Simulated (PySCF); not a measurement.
Molecular orbitals of SbP⁺

revPBE at R = 2.304 Å; PySCF, scalar-relativistic core potentials, basis sets Sb cc-pVDZ-PP with ECP28, P cc-pV(D+d)Z. State: ²Π (doublet), unpaired electrons π ↑. Only the outer orbitals are listed, counted within each symmetry, core potentials removing the inner ones.

| spin | orbital | occ. | ε (eV) | on Sb (%) | main shells (%) |
| --- | --- | --- | --- | --- | --- |
| α | 7σ | 1 | -22.37 | 43 | 51 P s, 38 Sb s |
| α | 8σ | 1 | -18.31 | 56 | 54 Sb s, 42 P s |
| α | 4π | 1 | -13.20 | 41 | 57 P p, 40 Sb p |
| α | 9σ | 1 | -12.98 | 46 | 48 P p, 40 Sb p |
| α | 4π | 1 | -12.50 | 45 | 54 P p, 43 Sb p |
| α | 5π | 0 | -10.37 | 60 | 59 Sb p, 40 P p |
| α | 5π | 0 | -9.77 | 57 | 56 Sb p, 43 P p |
| α | 10σ | 0 | -6.30 | 64 | 58 Sb p, 37 P p |
| β | 7σ | 1 | -21.82 | 47 | 47 P s, 43 Sb s |
| β | 8σ | 1 | -17.89 | 53 | 49 Sb s, 45 P s |
| β | 9σ | 1 | -12.78 | 46 | 48 P p, 40 Sb p |
| β | 4π | 1 | -12.27 | 48 | 51 P p, 47 Sb p |
| β | 4π | 0 | -12.05 | 53 | 52 Sb p, 46 P p |
| β | 5π | 0 | -9.60 | 53 | 52 Sb p, 47 P p |
| β | 5π | 0 | -9.42 | 48 | 51 P p, 47 Sb p |

Task: Which are the highest filled and the lowest empty level, where do they sit, and how wide is the gap?

Result: Highest filled β 4π at -12.27 eV (in %: 51 P p, 47 Sb p); lowest empty β 4π at -12.05 eV (in %: 52 Sb p, 46 P p); the gap at revPBE is 0.22 eV. Both belong to one degenerate shell, split only by its one-sided filling, so this is no excitation gap.

| Property | Result |
| --- | --- |
| bond order (Mayer) | 2.42 |
| ⟨S²⟩ | 0.754 |
| charge on Sb (Mulliken, basis-dependent) | 0.74 |
| charge on Sb (Löwdin, basis-dependent) | 0.74 |
| dipole moment (positive dipole points towards P; it is taken about the centre of mass and depends on that origin) | 0.77 D |

Spin–orbit coupling is left out. The state is the lowest determinant that a PBE0 search found; another state may lie lower at other levels.
